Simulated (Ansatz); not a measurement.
Cu(PH3)(OH) (CuPOH₄) was relaxed with B3LYP-D4 (def2-TZVP) in Ansatz in these states: charge +1 doublet, neutral singlet. The geometries follow in no particular order.

A:

Cartesian coordinates in Å:
```
Cu -0.464 0.758 0.453
P 0.286 -1.168 -0.510
H -0.670 -1.896 -1.235
H 0.797 -2.128 0.376
H 1.325 -1.017 -1.440
O -0.620 2.281 1.376
H -0.654 3.170 0.979
```

B:

```xyz
7

Cu    0.181   -0.195    0.914
P    -0.107    0.372   -1.143
H     0.301   -0.496   -2.176
H     0.513    1.545   -1.617
H    -1.409    0.635   -1.614
O     0.514   -0.563    2.640
H     0.007   -1.299    2.995
```

**Question.** Judge from the bond lengths which geometry belongs to which state (an estimate).

**Answer.** A is the charge +1 doublet (Cu1–P2 2.280 Å, O6–H7 0.974 Å, Cu1–O6 1.788 Å); B is the neutral singlet (Cu1–P2 2.154 Å, O6–H7 0.961 Å, Cu1–O6 1.796 Å).
